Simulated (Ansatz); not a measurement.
Cost and result for the atomization energy of CH$_{6}$BNSi, SMILES `CB1N[SiH2]1` (10 atoms, 10 bonds).

```xyz
10

C    -1.441    0.391   -0.896
B    -0.152    0.033   -0.110
N     0.481    0.388    1.066
Si    1.529   -0.821    0.345
H    -1.191    0.736   -1.903
H    -2.063   -0.500   -1.028
H    -2.042    1.161   -0.405
H     0.319    1.018    1.837
H     2.881   -0.331   -0.038
H     1.678   -2.074    1.133
```

The species carries charge 0 and has multiplicity 1. Geometry: relaxed with PBE0-D4/def2-TZVP. Program: Ansatz. All runs use 2 threads of an Arm Neoverse V2 on a shared host. Times are those of one run each, without the atoms' runs, and a repeat can differ threefold. Electronic energies, without spin–orbit coupling; frozen cores. CCSD(T)/CBS adds CCSD(T) − MP2 in def2-TZVPP to the MP2 limit, and its time is that of the two runs behind it. T1 = 0.013. B3LYP takes the VWN-RPA correlation (the form of Gaussian; ORCA's B3LYP/G). HSE06 is the plane-wave form, built on full-range PBE exchange.

CCSD(T)/CBS is a level of theory with its own doubt, some kJ/mol a heavy atom from the limit and from the frozen cores, so smaller differences don't rank the functionals.

| level | functions | wall time |
| --- | --- | --- |
| LDA (SPW92)/def2-TZVPP | 219 | 1.4 s |
| revPBE-D4/def2-TZVPP | 219 | 2.2 s |
| BLYP-D4/def2-TZVPP | 219 | 2.4 s |
| PBE-D4/def2-TZVPP (with forces) | 219 | 2.8 s |
| PBE0-D4/def2-TZVPP | 219 | 2.8 s |
| CCSD(T)/def2-SVP | 90 | 2.9 s |
| HSE06-D4/def2-TZVPP | 219 | 3.2 s |
| CAM-B3LYP-D4/def2-TZVPP | 219 | 3.4 s |
| B3LYP-D4/def2-TZVPP (with forces) | 219 | 4.6 s |
| B97M-V/def2-TZVPP | 219 | 11 s |
| MP2/def2-QZVPP | 421 | 20 s |
| CCSD(T)/def2-TZVPP | 219 | 74 s |
| CCSD(T)/CBS(def2) | – | 94 s |

Q: What atomization energy does each give, and how far from CCSD(T)/CBS? (Best estimate.)

A: The calculation gave: 
| level | atomization (kcal/mol) | difference from CCSD(T)/CBS | per bond |
| --- | --- | --- | --- |
| LDA (SPW92)/def2-TZVPP | 986.3 | 120.9 | 12.1 |
| revPBE-D4/def2-TZVPP | 864.3 | -1.1 | -0.1 |
| BLYP-D4/def2-TZVPP | 868.4 | 3.0 | 0.3 |
| PBE-D4/def2-TZVPP (with forces) | 884.3 | 18.9 | 1.9 |
| PBE0-D4/def2-TZVPP | 871.9 | 6.5 | 0.7 |
| CCSD(T)/def2-SVP | 818.8 | -46.6 | -4.7 |
| HSE06-D4/def2-TZVPP | 872.5 | 7.1 | 0.7 |
| CAM-B3LYP-D4/def2-TZVPP | 874.7 | 9.3 | 0.9 |
| B3LYP-D4/def2-TZVPP (with forces) | 871.8 | 6.4 | 0.6 |
| B97M-V/def2-TZVPP | 875.1 | 9.7 | 1.0 |
| MP2/def2-QZVPP | 866.3 | 0.9 | 0.1 |
| CCSD(T)/def2-TZVPP | 842.8 | -22.6 | -2.3 |
| CCSD(T)/CBS(def2) | 865.4 | 0.0 | 0.0 |

Leaving LDA and LC-ωPBE aside and taking each functional with its dispersion term where it has one, the values, not all of them listed here, spread over 33.8 kcal/mol, from BHLYP-D4 to PBE-D4. LDA lies +106.1 kcal/mol from PBE without D4, its usual overbinding. From r2SCAN to r2SCAN0 (25 % exact exchange), in def2-TZVPP and without D4, the atomization energy moves by −10.9 kcal/mol: exact exchange takes away binding that semilocal exchange gives to molecules. At CCSD(T), def2-SVP lies −46.6 kcal/mol from the extrapolated value and def2-TZVPP −22.6 kcal/mol: correlation converges slowly with the basis, and small sets miss more of it in the bonded molecule than in its fragments.
